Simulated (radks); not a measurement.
Problem. Valence configurations of Xe2+ (all share [Kr]). All-electron calculation, Dirac Kohn-Sham, PBEsol, spin-unpolarised, spherical densities, finite nucleus; open shells fill j = l - 1/2 first; Fermi nuclear charge, rms radius 4.7859 fm. Program: a radial shooting solver on a logarithmic mesh with Libxc functionals. Order these by energy: 4d10 5s1 5p5; 4d8 5s2 5p6; 4d9 5s2 5p5; 4d9 5s1.5 5p5.5; 4d10 5p6; 4d9 5s1 5p6; 4d10 5s2 5p4; 4d10 5s1.5 5p4.5.

Solution. From the lowest, in eV above it: 4d10 5s2 5p4 0.000; 4d10 5s1.5 5p4.5 6.585; 4d10 5s1 5p5 13.208; 4d10 5p6 26.568; 4d9 5s2 5p5 56.206; 4d9 5s1.5 5p5.5 63.161; 4d9 5s1 5p6 70.153; 4d8 5s2 5p6 118.00. NIST lists [Kr] 4d10 5s2 5p4 as the ground configuration; this level of theory agrees among the configurations tried. The energies are those of spherical spin-averaged densities, not of single terms.
